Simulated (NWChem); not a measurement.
System: CH$_{5}$BFN; SMILES CB(F)N

The following NWChem deck was run.

```
start job
memory heap 200 mb stack 900 mb global 1100 mb
geometry units angstroms noautosym nocenter noautoz
  B      0.028941     0.052854     0.000780
  F      1.272208     0.602315    -0.001772
  C     -0.108089    -1.519071     0.000657
  H      0.370266    -1.942828    -0.907970
  H     -1.153730    -1.882874     0.038258
  H      0.439484    -1.951751     0.864477
  N     -1.063469     0.940278     0.000488
  H     -2.032733     0.629071     0.002442
  H     -0.945315     1.953835    -0.002462
end
basis spherical
  B library 6-31g*
  F library 6-31g*
  C library 6-31g*
  H library 6-31g*
  N library 6-31g*
end
dft
  xc hfexch
  iterations 150
  mulliken
end
task dft energy
esp
  recalculate
  probe 0.07
  range 0.3
  factor 1.0
  spacing 0.02
end
task esp
```

Output (shortened):

```
             Northwest Computational Chemistry Package (NWChem) 7.3.0
             --------------------------------------------------------

                             Geometry "geometry" -> ""
                             -------------------------

 Output coordinates in angstroms (scale by  1.889725989 to convert to a.u.)

  No.       Tag          Charge          X              Y              Z
 ---- ---------------- ---------- -------------- -------------- --------------
    1 B                    5.0000     0.02894100     0.05285400     0.00078000
    2 F                    9.0000     1.27220800     0.60231500    -0.00177200
    3 C                    6.0000    -0.10808900    -1.51907100     0.00065700
    4 H                    1.0000     0.37026600    -1.94282800    -0.90797000
    5 H                    1.0000    -1.15373000    -1.88287400     0.03825800
    6 H                    1.0000     0.43948400    -1.95175100     0.86447700
    7 N                    7.0000    -1.06346900     0.94027800     0.00048800
    8 H                    1.0000    -2.03273300     0.62907100     0.00244200
    9 H                    1.0000    -0.94531500     1.95383500    -0.00246200

 Effective nuclear repulsion energy (a.u.)     112.0426715418

  xc_inp: hfexch multiplicative factor not found.

                                 NWChem DFT Module
                                 -----------------

 Summary of "ao basis" -> "ao basis" (spherical)
 ------------------------------------------------------------------------------
       Tag                 Description            Shells   Functions and Types
 ---------------- ------------------------------  ------  ---------------------
 B                           6-31g*                  6       14   3s2p1d
 F                           6-31g*                  6       14   3s2p1d
 C                           6-31g*                  6       14   3s2p1d
 H                           6-31g*                  2        2   2s
 N                           6-31g*                  6       14   3s2p1d

            General Information
            -------------------
          SCF calculation type: DFT
          Wavefunction type:  closed shell.
          No. of atoms     :     9
          No. of electrons :    32
           Alpha electrons :    16
            Beta electrons :    16
          Charge           :     0
          Spin multiplicity:     1
          Use of symmetry is: off; symmetry adaption is: off
          Maximum number of iterations: 150
          AO basis - number of functions:    66
                     number of shells:    34
          Convergence on energy requested:  1.00D-06
          Convergence on density requested:  1.00D-05
          Convergence on gradient requested:  5.00D-04

              XC Information
              --------------
                     Hartree-Fock (Exact) Exchange  1.000

      Superposition of Atomic Density Guess
      -------------------------------------

 Sum of atomic energies:        -218.34357561

      Non-variational initial energy
      ------------------------------

 Total energy =    -220.166468
 1-e energy   =    -520.237134
 2-e energy   =     188.027995
 HOMO         =      -0.364875
 LUMO         =       0.108499

     ---------------------------------------------
      Total Density - Mulliken Population Analysis
     ---------------------------------------------

    Atom       Charge   Shell Charges
 -----------   ------   -------------------------------------------------------
    1 B    5     4.07   2.00  0.54  1.01  0.26  0.15  0.11
    2 F    9     9.51   2.00  0.95  3.46  0.99  2.11  0.01
    3 C    6     6.95   2.00  0.72  2.10  0.71  1.40  0.02
    4 H    1     0.75   0.45  0.30
    5 H    1     0.75   0.45  0.30
    6 H    1     0.75   0.45  0.30
    7 N    7     8.09   2.00  0.81  2.66  0.80  1.80  0.01
    8 H    1     0.56   0.40  0.16
    9 H    1     0.57   0.40  0.16

   convergence    iter        energy       DeltaE   RMS-Dens  Diis-err
 ---------------- ----- ----------------- --------- --------- ---------
 d= 0,ls=0.0,diis     1   -219.4031214543 -3.31D+02  7.43D-03  4.81D-01
 d= 0,ls=0.0,diis     2   -219.4565597553 -5.34D-02  2.37D-03  9.67D-02
 d= 0,ls=0.0,diis     3   -219.4652826275 -8.72D-03  8.07D-04  4.87D-03
 d= 0,ls=0.0,diis     4   -219.4660221806 -7.40D-04  1.66D-04  1.26D-04
 d= 0,ls=0.0,diis     5   -219.4660440710 -2.19D-05  4.76D-05  1.51D-05
  Resetting Diis
 d= 0,ls=0.0,diis     6   -219.4660462123 -2.14D-06  1.57D-05  6.18D-07
 d= 0,ls=0.0,diis     7   -219.4660463544 -1.42D-07  3.66D-06  7.24D-08

         Total DFT energy =     -219.466046354353
      One electron energy =     -523.788428782388
           Coulomb energy =      219.925389230628
    Exchange-Corr. energy =      -27.645678344389
 Nuclear repulsion energy =      112.042671541796

 Numeric. integr. density =        0.000000000000

                       DFT Final Molecular Orbital Analysis
                       ------------------------------------

 Vector   14  Occ=2.000000D+00  E=-5.333126D-01
              MO Center= -3.4D-01, -1.6D+00,  4.8D-02, r^2= 1.7D+00
   Bfn.  Coefficient  Atom+Function         Bfn.  Coefficient  Atom+Function
  ----- ------------  ---------------      ----- ------------  ---------------
    31      0.413993  3 C  px                45     -0.270831  5 H  s
    46     -0.236388  5 H  s                 35      0.234522  3 C  px
    47      0.147873  6 H  s                 18      0.136181  2 F  py
    48      0.125509  6 H  s                 43      0.109018  4 H  s
    22      0.100579  2 F  py                44      0.094028  4 H  s

 Vector   15  Occ=2.000000D+00  E=-4.806846D-01
              MO Center= -2.1D-03, -7.8D-01, -2.5D-04, r^2= 2.1D+00
   Bfn.  Coefficient  Atom+Function         Bfn.  Coefficient  Atom+Function
  ----- ------------  ---------------      ----- ------------  ---------------
    32      0.409874  3 C  py                 4     -0.320838  1 B  py
    36      0.270015  3 C  py                18      0.234051  2 F  py
    22      0.182111  2 F  py                52      0.155030  7 N  py
    34      0.126261  3 C  s                 54     -0.121125  7 N  s
     2      0.106652  1 B  s                 56      0.105638  7 N  py

 Vector   16  Occ=2.000000D+00  E=-4.254875D-01
              MO Center= -8.9D-01,  7.9D-01, -3.9D-04, r^2= 1.3D+00
   Bfn.  Coefficient  Atom+Function         Bfn.  Coefficient  Atom+Function
  ----- ------------  ---------------      ----- ------------  ---------------
    53      0.546242  7 N  pz                57      0.493270  7 N  pz
     5      0.134948  1 B  pz                19     -0.121039  2 F  pz
    23     -0.104305  2 F  pz                33     -0.072577  3 C  pz
    44      0.062626  4 H  s                 48     -0.061479  6 H  s
     9      0.054719  1 B  pz                43      0.048310  4 H  s

 Vector   17  Occ=0.000000D+00  E= 2.185667D-01
              MO Center= -6.7D-03, -2.4D-01, -7.3D-03, r^2= 2.8D+00
   Bfn.  Coefficient  Atom+Function         Bfn.  Coefficient  Atom+Function
  ----- ------------  ---------------      ----- ------------  ---------------
     9      0.754912  1 B  pz                48     -0.552736  6 H  s
    44      0.532024  4 H  s                 57     -0.407275  7 N  pz
     5      0.401674  1 B  pz                37      0.300161  3 C  pz
    23     -0.229074  2 F  pz                53     -0.223980  7 N  pz
    19     -0.170879  2 F  pz                43      0.103487  4 H  s

[...]

                     NWChem Electrostatic Potential Fit Module
                     -----------------------------------------

 Atom parameters

 Number of atoms is                                    9
 Number of basis functions is                         66

 Grid parameters

 Maximum number of grid points is                  37267
 Number of grid points is                          37266
 Grid range                                     0.300000 nm
 Grid spacing                                   0.020000 nm
 Probe radius                                   0.070000 nm
 Atom radius factor                             1.000000

 Atomic radii

    1    0.100000
    5    0.158000
    6    0.147000
    7    0.140000
    9    0.128000
 FASTESP  F
  using M.O. file = ./job.movecs

    Atom              Coordinates                           Charge

                                                  ESP

    1 B     0.002894    0.005285    0.000078    0.912533
    2 F     0.127221    0.060232   -0.000177   -0.400247
    3 C    -0.010809   -0.151907    0.000066   -0.471792
    4 H     0.037027   -0.194283   -0.090797    0.088186
    5 H    -0.115373   -0.188287    0.003826    0.087759
    6 H     0.043948   -0.195175    0.086448    0.086899
    7 N    -0.106347    0.094028    0.000049   -1.121478
    8 H    -0.203273    0.062907    0.000244    0.398672
    9 H    -0.094532    0.195384   -0.000246    0.419469
                                            ------------
                                                0.000000

 Dipole moment                                  0.902621

 Quadrupole moment Qxx                         -3.803122
                   Qyy                          3.794591
                   Qzz                          0.008531

 RMS deviation kJ/mol                           0.051097

 RRMS %                                        24.054931
```

Level: Hartree-Fock/6-31G* (spherical d). Structure relaxed at the PBE-D3(BJ)/def2-SVP level.
